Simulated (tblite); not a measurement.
C4H2F3NSi.
Numbering: `[N:1]#[C:2][SiH2:3][C:4]1([F:5])[C:6]([F:7])=[C:8]1[F:9]` (hydrogens: H10, H11 on Si3)

Computed with GFN2-xTB (tblite), gas phase: L-BFGS steps from a force-field or distance-geometry start until the largest atomic force falls under 0.01 eV/Å.

Step 6: E = -768.5494 eV
```
atom  x, y, z in Å  |  force x, y, z in eV/Å
N1      3.0387    0.3238    1.1134    2.155   1.505   1.126
C2      2.1414   -0.1938    0.6766   -2.006  -1.675  -1.130
Si3     0.8608   -1.3368   -0.0631   -0.962   1.275   0.022
C4     -0.6674   -0.1127   -0.2431   -1.218   1.625  -0.245
F5     -1.7811   -0.7802   -0.8207    0.784  -0.527   0.224
C6     -1.2310    1.0735    0.5718   -0.546  -0.223  -0.139
F7     -2.1210    1.4077    1.5371    1.269  -0.426  -0.666
C8     -0.8270    1.3800   -0.6352   -0.415   0.015  -0.183
F9     -1.0290    2.2613   -1.6488    0.722  -1.018   1.033
H10     0.4177   -2.3119    0.8977    0.027  -0.360   0.232
H11     1.2032   -1.7082   -1.4115    0.189  -0.191  -0.273
```

Step 7: E = -768.7377 eV
```
atom  x, y, z in Å  |  force x, y, z in eV/Å
N1      3.0443    0.3296    1.1166    0.291   0.389   0.207
C2      2.1366   -0.2016    0.6731   -0.043  -0.421  -0.142
Si3     0.8460   -1.3188   -0.0632   -1.014   0.820  -0.113
C4     -0.6810   -0.0876   -0.2447   -0.691   0.848  -0.223
F5     -1.7682   -0.7904   -0.8178    0.498  -0.554   0.097
C6     -1.2473    1.0717    0.5690   -0.057  -0.024  -0.728
F7     -2.0997    1.3997    1.5365    0.698  -0.226  -0.093
C8     -0.8404    1.3817   -0.6417   -0.404  -0.205   0.571
F9     -1.0107    2.2489   -1.6392    0.560  -0.459   0.390
H10     0.4180   -2.3191    0.9039    0.092  -0.093  -0.006
H11     1.2079   -1.7114   -1.4186    0.070  -0.075   0.039
```

Step 8: E = -768.8860 eV
```
atom  x, y, z in Å  |  force x, y, z in eV/Å
N1      3.0419    0.3357    1.1169   -0.696  -0.257  -0.291
C2      2.1334   -0.2126    0.6699    0.899   0.252   0.348
Si3     0.8143   -1.2963   -0.0676   -0.705   0.411  -0.121
C4     -0.6984   -0.0448   -0.2457   -0.090  -0.472  -0.266
F5     -1.7342   -0.8247   -0.8136    0.124  -0.480  -0.047
C6     -1.2968    1.0782    0.5441   -0.256   0.021   0.466
F7     -2.0549    1.3824    1.5797    0.334  -0.044   0.053
C8     -0.8946    1.3868   -0.6475    0.095   0.316  -0.361
F9     -0.9465    2.2428   -1.6494    0.311  -0.104   0.113
H10     0.4212   -2.3301    0.9185    0.123   0.269  -0.332
H11     1.2200   -1.7147   -1.4312   -0.139   0.089   0.437
```

Step 9: E = -768.9274 eV
```
atom  x, y, z in Å  |  force x, y, z in eV/Å
N1      3.0394    0.3394    1.1171   -0.638  -0.274  -0.277
C2      2.1377   -0.2185    0.6695    0.705   0.230   0.279
Si3     0.7922   -1.2795   -0.0704   -0.297   0.236  -0.034
C4     -0.7064   -0.0367   -0.2503   -0.035  -0.548  -0.194
F5     -1.7219   -0.8432   -0.8130   -0.029  -0.401  -0.102
C6     -1.3123    1.0795    0.5404   -0.061  -0.024   0.215
F7     -2.0366    1.3767    1.5921    0.132   0.043   0.247
C8     -0.9085    1.3906   -0.6507    0.095   0.127  -0.139
F9     -0.9236    2.2388   -1.6499    0.241   0.117  -0.098
H10     0.4240   -2.3297    0.9175    0.093   0.356  -0.392
H11     1.2213   -1.7147   -1.4282   -0.207   0.138   0.496
```

**Question.** Estimate the geometry and energy of step 10. (The exact step hangs on the optimiser's Hessian estimate; all steps are aligned on step 9, rigid shifts and turns removed.)

**Answer.** E = -768.9689 eV, largest force 0.556 eV/Å
```
atom  x, y, z in Å  |  force x, y, z in eV/Å
N1      3.0316    0.3436    1.1158   -0.277  -0.121  -0.118
C2      2.1434   -0.2285    0.6682    0.186   0.059   0.063
Si3     0.7633   -1.2573   -0.0740    0.296   0.042   0.110
C4     -0.7172   -0.0329   -0.2580   -0.250  -0.220  -0.094
F5     -1.7025   -0.8792   -0.8145   -0.171  -0.208  -0.128
C6     -1.3416    1.0824    0.5328    0.025  -0.152   0.212
F7     -2.0081    1.3691    1.6289    0.169   0.049  -0.029
C8     -0.9358    1.3974   -0.6573    0.169  -0.021  -0.209
F9     -0.8779    2.2419   -1.6624    0.101   0.018   0.125
H10     0.4294   -2.3226    0.9114    0.018   0.386  -0.392
H11     1.2206   -1.7113   -1.4169   -0.266   0.168   0.459
```

The energy changes by -0.0415 eV. The first-order estimate −F·Δx gives -0.0693 eV and the mean of the old and new forces, exact on a quadratic surface, -0.0410 eV. The step makes an angle of 65° with the force vector and moves no atom by more than 0.048 Å.

The cost below is that of the whole relaxation. Hardware: one thread of an AMD EPYC 7R13, no GPU, shared host with 96 logical CPUs at a one-minute load of 103. Cost: 0.41 s.
